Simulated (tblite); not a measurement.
C8H7N.
Numbering: `[CH:1]#[C:2][C@@:3]12[CH2:4][CH2:5][C@@H:6]1[C@@H:7]2[C:8]#[N:9]` (hydrogens: H10 on C1; H11, H12 on C4; H13, H14 on C5; H15 on C6; H16 on C7)

Computed with GFN2-xTB (tblite), gas phase: Langevin dynamics at 600 K from the optimised GFN2-xTB geometry, time step 0.5 fs, friction 0.01 fs⁻¹, 2000 steps. The instantaneous temperature is 2·E(kin)/(3Nk) with all 3N coordinates.

```json
{"t (fs)": "0", "T (K)": "488", "E(pot) above start (eV)": "0.000", "C1≡C2 (Å)": "1.200", "C2–C3 (Å)": "1.414", "C3–C4 (Å)": "1.531", "C4–C5 (Å)": "1.543", "C5–C6 (Å)": "1.522", "C1–H10 (Å)": "1.049"}
{"t (fs)": "25", "T (K)": "286", "E(pot) above start (eV)": "0.501", "C1≡C2 (Å)": "1.204", "C2–C3 (Å)": "1.460", "C3–C4 (Å)": "1.557", "C4–C5 (Å)": "1.575", "C5–C6 (Å)": "1.568", "C1–H10 (Å)": "1.067"}
{"t (fs)": "50", "T (K)": "306", "E(pot) above start (eV)": "0.744", "C1≡C2 (Å)": "1.221", "C2–C3 (Å)": "1.427", "C3–C4 (Å)": "1.589", "C4–C5 (Å)": "1.541", "C5–C6 (Å)": "1.538", "C1–H10 (Å)": "1.039"}
{"t (fs)": "75", "T (K)": "385", "E(pot) above start (eV)": "0.902", "C1≡C2 (Å)": "1.198", "C2–C3 (Å)": "1.468", "C3–C4 (Å)": "1.541", "C4–C5 (Å)": "1.516", "C5–C6 (Å)": "1.481", "C1–H10 (Å)": "1.082"}
{"t (fs)": "100", "T (K)": "424", "E(pot) above start (eV)": "0.931", "C1≡C2 (Å)": "1.214", "C2–C3 (Å)": "1.437", "C3–C4 (Å)": "1.483", "C4–C5 (Å)": "1.474", "C5–C6 (Å)": "1.448", "C1–H10 (Å)": "1.014"}
{"t (fs)": "125", "T (K)": "414", "E(pot) above start (eV)": "0.980", "C1≡C2 (Å)": "1.222", "C2–C3 (Å)": "1.475", "C3–C4 (Å)": "1.509", "C4–C5 (Å)": "1.525", "C5–C6 (Å)": "1.530", "C1–H10 (Å)": "1.103"}
{"t (fs)": "150", "T (K)": "577", "E(pot) above start (eV)": "0.660", "C1≡C2 (Å)": "1.234", "C2–C3 (Å)": "1.464", "C3–C4 (Å)": "1.516", "C4–C5 (Å)": "1.565", "C5–C6 (Å)": "1.545", "C1–H10 (Å)": "1.022"}
{"t (fs)": "175", "T (K)": "546", "E(pot) above start (eV)": "0.922", "C1≡C2 (Å)": "1.190", "C2–C3 (Å)": "1.391", "C3–C4 (Å)": "1.485", "C4–C5 (Å)": "1.541", "C5–C6 (Å)": "1.565", "C1–H10 (Å)": "1.104"}
{"t (fs)": "200", "T (K)": "502", "E(pot) above start (eV)": "0.965", "C1≡C2 (Å)": "1.200", "C2–C3 (Å)": "1.432", "C3–C4 (Å)": "1.568", "C4–C5 (Å)": "1.513", "C5–C6 (Å)": "1.552", "C1–H10 (Å)": "1.024"}
{"t (fs)": "225", "T (K)": "550", "E(pot) above start (eV)": "1.175", "C1≡C2 (Å)": "1.190", "C2–C3 (Å)": "1.389", "C3–C4 (Å)": "1.610", "C4–C5 (Å)": "1.627", "C5–C6 (Å)": "1.583", "C1–H10 (Å)": "1.119"}
{"t (fs)": "250", "T (K)": "658", "E(pot) above start (eV)": "1.271", "C1≡C2 (Å)": "1.207", "C2–C3 (Å)": "1.324", "C3–C4 (Å)": "1.630", "C4–C5 (Å)": "1.575", "C5–C6 (Å)": "1.509", "C1–H10 (Å)": "1.010"}
{"t (fs)": "275", "T (K)": "621", "E(pot) above start (eV)": "1.224", "C1≡C2 (Å)": "1.208", "C2–C3 (Å)": "1.406", "C3–C4 (Å)": "1.650", "C4–C5 (Å)": "1.532", "C5–C6 (Å)": "1.583", "C1–H10 (Å)": "1.092"}
{"t (fs)": "300", "T (K)": "642", "E(pot) above start (eV)": "1.120", "C1≡C2 (Å)": "1.200", "C2–C3 (Å)": "1.394", "C3–C4 (Å)": "1.571", "C4–C5 (Å)": "1.578", "C5–C6 (Å)": "1.526", "C1–H10 (Å)": "0.984"}
{"t (fs)": "325", "T (K)": "583", "E(pot) above start (eV)": "1.089", "C1≡C2 (Å)": "1.204", "C2–C3 (Å)": "1.480", "C3–C4 (Å)": "1.483", "C4–C5 (Å)": "1.542", "C5–C6 (Å)": "1.546", "C1–H10 (Å)": "1.115"}
{"t (fs)": "350", "T (K)": "623", "E(pot) above start (eV)": "0.950", "C1≡C2 (Å)": "1.231", "C2–C3 (Å)": "1.426", "C3–C4 (Å)": "1.469", "C4–C5 (Å)": "1.496", "C5–C6 (Å)": "1.579", "C1–H10 (Å)": "1.007"}
{"t (fs)": "375", "T (K)": "612", "E(pot) above start (eV)": "0.907", "C1≡C2 (Å)": "1.182", "C2–C3 (Å)": "1.440", "C3–C4 (Å)": "1.542", "C4–C5 (Å)": "1.575", "C5–C6 (Å)": "1.482", "C1–H10 (Å)": "1.162"}
{"t (fs)": "400", "T (K)": "386", "E(pot) above start (eV)": "1.238", "C1≡C2 (Å)": "1.220", "C2–C3 (Å)": "1.458", "C3–C4 (Å)": "1.494", "C4–C5 (Å)": "1.626", "C5–C6 (Å)": "1.477", "C1–H10 (Å)": "0.970"}
{"t (fs)": "425", "T (K)": "543", "E(pot) above start (eV)": "1.250", "C1≡C2 (Å)": "1.228", "C2–C3 (Å)": "1.425", "C3–C4 (Å)": "1.501", "C4–C5 (Å)": "1.573", "C5–C6 (Å)": "1.546", "C1–H10 (Å)": "1.162"}
{"t (fs)": "450", "T (K)": "662", "E(pot) above start (eV)": "1.324", "C1≡C2 (Å)": "1.187", "C2–C3 (Å)": "1.476", "C3–C4 (Å)": "1.498", "C4–C5 (Å)": "1.526", "C5–C6 (Å)": "1.548", "C1–H10 (Å)": "0.967"}
{"t (fs)": "475", "T (K)": "907", "E(pot) above start (eV)": "0.922", "C1≡C2 (Å)": "1.185", "C2–C3 (Å)": "1.352", "C3–C4 (Å)": "1.525", "C4–C5 (Å)": "1.580", "C5–C6 (Å)": "1.507", "C1–H10 (Å)": "1.137"}
{"t (fs)": "500", "T (K)": "724", "E(pot) above start (eV)": "1.214", "C1≡C2 (Å)": "1.259", "C2–C3 (Å)": "1.415", "C3–C4 (Å)": "1.630", "C4–C5 (Å)": "1.468", "C5–C6 (Å)": "1.506", "C1–H10 (Å)": "1.034"}
{"t (fs)": "525", "T (K)": "501", "E(pot) above start (eV)": "1.390", "C1≡C2 (Å)": "1.151", "C2–C3 (Å)": "1.430", "C3–C4 (Å)": "1.475", "C4–C5 (Å)": "1.479", "C5–C6 (Å)": "1.500", "C1–H10 (Å)": "1.108"}
{"t (fs)": "550", "T (K)": "582", "E(pot) above start (eV)": "1.288", "C1≡C2 (Å)": "1.216", "C2–C3 (Å)": "1.409", "C3–C4 (Å)": "1.567", "C4–C5 (Å)": "1.560", "C5–C6 (Å)": "1.475", "C1–H10 (Å)": "0.979"}
{"t (fs)": "575", "T (K)": "433", "E(pot) above start (eV)": "1.119", "C1≡C2 (Å)": "1.229", "C2–C3 (Å)": "1.464", "C3–C4 (Å)": "1.528", "C4–C5 (Å)": "1.611", "C5–C6 (Å)": "1.589", "C1–H10 (Å)": "1.145"}
{"t (fs)": "600", "T (K)": "636", "E(pot) above start (eV)": "0.868", "C1≡C2 (Å)": "1.176", "C2–C3 (Å)": "1.479", "C3–C4 (Å)": "1.462", "C4–C5 (Å)": "1.513", "C5–C6 (Å)": "1.506", "C1–H10 (Å)": "1.017"}
{"t (fs)": "625", "T (K)": "710", "E(pot) above start (eV)": "0.969", "C1≡C2 (Å)": "1.183", "C2–C3 (Å)": "1.363", "C3–C4 (Å)": "1.444", "C4–C5 (Å)": "1.504", "C5–C6 (Å)": "1.494", "C1–H10 (Å)": "1.069"}
{"t (fs)": "650", "T (K)": "537", "E(pot) above start (eV)": "0.998", "C1≡C2 (Å)": "1.230", "C2–C3 (Å)": "1.423", "C3–C4 (Å)": "1.558", "C4–C5 (Å)": "1.573", "C5–C6 (Å)": "1.523", "C1–H10 (Å)": "1.012"}
{"t (fs)": "675", "T (K)": "607", "E(pot) above start (eV)": "0.897", "C1≡C2 (Å)": "1.186", "C2–C3 (Å)": "1.430", "C3–C4 (Å)": "1.558", "C4–C5 (Å)": "1.607", "C5–C6 (Å)": "1.537", "C1–H10 (Å)": "1.056"}
{"t (fs)": "700", "T (K)": "560", "E(pot) above start (eV)": "0.956", "C1≡C2 (Å)": "1.181", "C2–C3 (Å)": "1.409", "C3–C4 (Å)": "1.537", "C4–C5 (Å)": "1.574", "C5–C6 (Å)": "1.656", "C1–H10 (Å)": "1.022"}
{"t (fs)": "725", "T (K)": "434", "E(pot) above start (eV)": "1.323", "C1≡C2 (Å)": "1.224", "C2–C3 (Å)": "1.393", "C3–C4 (Å)": "1.587", "C4–C5 (Å)": "1.540", "C5–C6 (Å)": "1.574", "C1–H10 (Å)": "1.039"}
{"t (fs)": "750", "T (K)": "695", "E(pot) above start (eV)": "0.706", "C1≡C2 (Å)": "1.179", "C2–C3 (Å)": "1.352", "C3–C4 (Å)": "1.508", "C4–C5 (Å)": "1.609", "C5–C6 (Å)": "1.555", "C1–H10 (Å)": "1.054"}
{"t (fs)": "775", "T (K)": "474", "E(pot) above start (eV)": "1.121", "C1≡C2 (Å)": "1.189", "C2–C3 (Å)": "1.496", "C3–C4 (Å)": "1.541", "C4–C5 (Å)": "1.596", "C5–C6 (Å)": "1.505", "C1–H10 (Å)": "1.035"}
{"t (fs)": "800", "T (K)": "596", "E(pot) above start (eV)": "0.832", "C1≡C2 (Å)": "1.217", "C2–C3 (Å)": "1.396", "C3–C4 (Å)": "1.609", "C4–C5 (Å)": "1.496", "C5–C6 (Å)": "1.508", "C1–H10 (Å)": "1.076"}
{"t (fs)": "825", "T (K)": "516", "E(pot) above start (eV)": "1.155", "C1≡C2 (Å)": "1.206", "C2–C3 (Å)": "1.415", "C3–C4 (Å)": "1.596", "C4–C5 (Å)": "1.509", "C5–C6 (Å)": "1.493", "C1–H10 (Å)": "1.052"}
{"t (fs)": "850", "T (K)": "417", "E(pot) above start (eV)": "1.240", "C1≡C2 (Å)": "1.204", "C2–C3 (Å)": "1.478", "C3–C4 (Å)": "1.463", "C4–C5 (Å)": "1.532", "C5–C6 (Å)": "1.574", "C1–H10 (Å)": "1.059"}
{"t (fs)": "875", "T (K)": "404", "E(pot) above start (eV)": "1.295", "C1≡C2 (Å)": "1.225", "C2–C3 (Å)": "1.466", "C3–C4 (Å)": "1.552", "C4–C5 (Å)": "1.562", "C5–C6 (Å)": "1.513", "C1–H10 (Å)": "1.085"}
{"t (fs)": "900", "T (K)": "848", "E(pot) above start (eV)": "1.002", "C1≡C2 (Å)": "1.225", "C2–C3 (Å)": "1.448", "C3–C4 (Å)": "1.506", "C4–C5 (Å)": "1.539", "C5–C6 (Å)": "1.474", "C1–H10 (Å)": "1.021"}
{"t (fs)": "925", "T (K)": "678", "E(pot) above start (eV)": "1.365", "C1≡C2 (Å)": "1.174", "C2–C3 (Å)": "1.441", "C3–C4 (Å)": "1.424", "C4–C5 (Å)": "1.560", "C5–C6 (Å)": "1.515", "C1–H10 (Å)": "1.103"}
{"t (fs)": "950", "T (K)": "723", "E(pot) above start (eV)": "1.278", "C1≡C2 (Å)": "1.237", "C2–C3 (Å)": "1.388", "C3–C4 (Å)": "1.485", "C4–C5 (Å)": "1.567", "C5–C6 (Å)": "1.545", "C1–H10 (Å)": "0.992"}
{"t (fs)": "975", "T (K)": "742", "E(pot) above start (eV)": "1.354", "C1≡C2 (Å)": "1.202", "C2–C3 (Å)": "1.457", "C3–C4 (Å)": "1.610", "C4–C5 (Å)": "1.618", "C5–C6 (Å)": "1.536", "C1–H10 (Å)": "1.104"}
{"t (fs)": "1000", "T (K)": "542", "E(pot) above start (eV)": "1.487", "C1≡C2 (Å)": "1.203", "C2–C3 (Å)": "1.384", "C3–C4 (Å)": "1.500", "C4–C5 (Å)": "1.614", "C5–C6 (Å)": "1.590", "C1–H10 (Å)": "0.995"}
```

Q: From 500 fs on, how do temperature and potential energy compare with equipartition?

A: The mean temperature of these 21 frames is 588 K against the target 600 K, and the mean potential energy 1.14 eV against 42 × kT/2 = 1.09 eV for 42 classical harmonic modes. For 16 atoms in a canonical ensemble the temperature itself scatters by T·√(2/(3N)) = 122 K; here its standard deviation is 121 K. The whole run lasts only 10 friction times of 100 fs, so these averages carry a wide statistical error.

Q: What are the kinetic and total energies of the listed frame with the highest potential energy?

A: The one at 1000 fs, 1.487 eV above the start. Its kinetic energy is 3NkT/2 = 1.122 eV at 542 K, so the sum is 2.61 eV; over the listed frames the sum runs from 1.01 to 2.89 eV, since the thermostat adds and removes energy.

Q: How much do the listed bonds fluctuate from 500 fs on?

A: 
| bond | at the start (Å) | mean (Å) | standard deviation (Å) |
| --- | --- | --- | --- |
| C1≡C2 | 1.200 | 1.205 | 0.025 |
| C2–C3 | 1.414 | 1.425 | 0.038 |
| C3–C4 | 1.531 | 1.530 | 0.057 |
| C4–C5 | 1.543 | 1.554 | 0.045 |
| C5–C6 | 1.522 | 1.532 | 0.044 |
| C1–H10 | 1.049 | 1.050 | 0.042 |

The motion is classical and holds no zero-point motion.

The cost below is that of the whole dynamics run. On an Arm Neoverse V1 with one thread, shared host, this took 13 s wall and 0.19 GiB of memory at its peak.
